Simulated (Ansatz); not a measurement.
Start from `[InH2][I]` and change one element to get `[F][InH2]`.

Ansatz, PBE0-D4/def2-TZVP geometries, multiplicity 1. 

Elements past krypton have def2 core potentials.

```
                                                                                  property  `[InH2][I]`
ideal-gas entropy at 298 K and 1 bar (rigid rotor, harmonic PBE0-D4/def2-TZVP) / J/(mol·K)          295
                                                        LUMO energy (PBE0/def2-TZVPP) / eV        -2.09
                                                         HOMO energy (PBE/def2-TZVPP) / eV        -6.20
                                                       HOMO energy (B3LYP/def2-TZVPP) / eV        -7.06
                                                       LUMO energy (B3LYP/def2-TZVPP) / eV        -2.36
                                                     HOMO energy (ωB97M-V/def2-TZVPP) / eV        -9.40
```

Question: What does the change do to each property? (Estimate.)

Answer: The calculation gave: 
| property | `[F][InH2]` | shift |
| --- | --- | --- |
| ideal-gas entropy at 298 K and 1 bar (rigid rotor, harmonic PBE0-D4/def2-TZVP) / J/(mol·K) | 265 | -30 |
| LUMO energy (PBE0/def2-TZVPP) / eV | -1.83 | 0.26 |
| HOMO energy (PBE/def2-TZVPP) / eV | -7.28 | -1.08 |
| HOMO energy (B3LYP/def2-TZVPP) / eV | -8.55 | -1.49 |
| LUMO energy (B3LYP/def2-TZVPP) / eV | -2.15 | 0.21 |
| HOMO energy (ωB97M-V/def2-TZVPP) / eV | -10.97 | -1.57 |

With PBE0 the HOMO falls by 1.44 eV and the LUMO rises by 0.26 eV, so the gap widens by about 1.70 eV. PBE moves the HOMO by -1.08 eV and ωB97M-V by -1.57 eV.

B3LYP here is the variant with VWN-RPA as its local correlation; programs differ in this.

Spin–orbit coupling is left out; it splits and shifts lone-pair levels of the heavy atoms by tenths of an eV.
